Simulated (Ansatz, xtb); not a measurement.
## A geometry optimisation of F2SSi with r2SCAN-D4/def2-SVP

The starting geometry of this gas-phase singlet has its atoms placed at random.

```xyz
4

F     1.4635   -1.1305    0.3731
F    -0.3206   -0.6815   -0.1949
S    -1.5867    0.0010    0.6928
Si    0.0665    0.0030    1.6402
```

Problem. Guess where an optimisation with r2SCAN-D4/def2-SVP ends from this start.

Solution. It ends as a structure given below by its coordinates. Distances that change by over a tenth: F2–Si4 (2.00 → 3.05 Å), S3–Si4 (1.91 → 2.17 Å). Contacts that close: F1–Si4 (2.20 → 1.63 Å).

The energy falls by 4.45 eV over 11 steps:

```json
{"step": "1", "E − E(last) (eV)": "4.448"}
{"step": "2", "E − E(last) (eV)": "2.164"}
{"step": "3", "E − E(last) (eV)": "1.141"}
{"step": "4", "E − E(last) (eV)": "0.830"}
{"step": "5", "E − E(last) (eV)": "0.434"}
{"step": "7", "E − E(last) (eV)": "0.092"}
{"step": "8", "E − E(last) (eV)": "0.003"}
{"step": "9", "E − E(last) (eV)": "0.001"}
{"step": "10", "E − E(last) (eV)": "0.000"}
{"step": "11", "E − E(last) (eV)": "0.000"}
```

Final geometry (Å):

```
atom    x (Å)    y (Å)    z (Å)
   F   1.4297  -0.9131   0.7882
   F  -0.9406  -0.7350  -0.7848
   S  -1.3317  -0.0161   0.6485
  Si   0.4654  -0.1437   1.8591
```

From the same start GFN2-xTB reaches the same bonding as this run.

From so rough a start the end depends on the optimiser's path, so another program may land elsewhere. No frequencies were run, so the end isn't proven a minimum. Run with Ansatz 0.2.0, 39 s on 1 thread of AMD EPYC (Zen 3), on a shared host.
